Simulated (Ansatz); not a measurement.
An input meant for the cluster Rb3 (charge 0, doublet; atoms displaced at random, 0.08 Å in each coordinate).

```yaml
crystal:
  periodic: [false, false, false]
  atoms:
    - {symbol: Rb, position_ang: [-0.760981, -2.474369, 2.529066]}
    - {symbol: Rb, position_ang: [2.200126, 2.522798, -1.645796]}
    - {symbol: Rb, position_ang: [-1.456270, -0.036860, -1.075421]}
basis:
  gaussian: {orbitals: def2-TZVPD}
magnetization: {spin_polarized: true, initial_magnetization: 9}
hamiltonian: {xc: {name: LC-wPBE}}
scf: {lower_state_search: full}
output: {forces: true}
```

```sh
$ ansatz run in.yaml --threads 4 --pin off --events-out ev --progress --plain --max-ram 3916MiB
```

It prints (some lines left out):

```
Functional definition: LC-wPBE
972 factors; their error is unknown
645 factors; integrals over basis functions are off by at most 2.5e-5 eV
mean field evaluation 1: about -1905.1874 eV, gradient 2.2e1 eV
mean field evaluation 2: about -1844.8942 eV, gradient 6.1e1 eV
mean field evaluation 4: about -1910.7906 eV, gradient 2.0e1 eV
mean field evaluation 8: about -1915.5522 eV, gradient 5.0e0 eV
mean field evaluation 16: about -1917.8567 eV, gradient 4.7e-1 eV
mean field evaluation 32: about -1918.1534 eV, gradient 5.0e-2 eV
mean field evaluation 64: about -1917.9731 eV, gradient 1.6e-5 eV
mean field evaluation 96: about -1918.1528 eV, gradient 1.1e-1 eV
mean field evaluation 128: about -1907.2545 eV, gradient 2.1e1 eV
mean field evaluation 160: about -1912.5609 eV, gradient 8.7e0 eV
mean field evaluation 192: about -1917.7106 eV, gradient 1.3e0 eV
mean field evaluation 224: about -1866.6003 eV, gradient 5.3e1 eV
mean field evaluation 256: about -1863.6944 eV, gradient 6.2e1 eV
mean field evaluation 288: about -1906.1808 eV, gradient 1.7e1 eV
mean field evaluation 320: about -1918.1222 eV, gradient 2.2e-1 eV
mean field evaluation 352: about -1918.1436 eV, gradient 7.8e-2 eV
mean field -1918.15379182 eV, -70.4908516780 hartree, gradient 1.8e-8 eV, S^2 24.752675; 15 other end points of the search recorded, 0 dependent functions left out
reference -1918.15379183 eV, -70.4908516785 hartree; 18, 9 occupied and 81, 90 virtual orbitals, 972 factors
Total energy: -1918.15379183 eV, -70.4908516785 hartree
Atom 0 at    -0.760981    -2.474369     2.529066 Å, force     0.070857     0.085787    -0.056996 eV/Å
Atom 1 at     2.200126     2.522798    -1.645796 Å, force    -0.038154    -0.090260     0.086641 eV/Å
Atom 2 at    -1.456270    -0.036860    -1.075421 Å, force    -0.032703     0.004472    -0.029645 eV/Å
Dipole moment:    -0.174254     0.137923    -0.182853 e Å
```

Question: What is wrong with this run?

Answer: The spin is set far too high (9 unpaired electrons typed, 1 in the doublet as meant). The calculation finished and met its thresholds. The result belongs to that input, not to the species as meant.
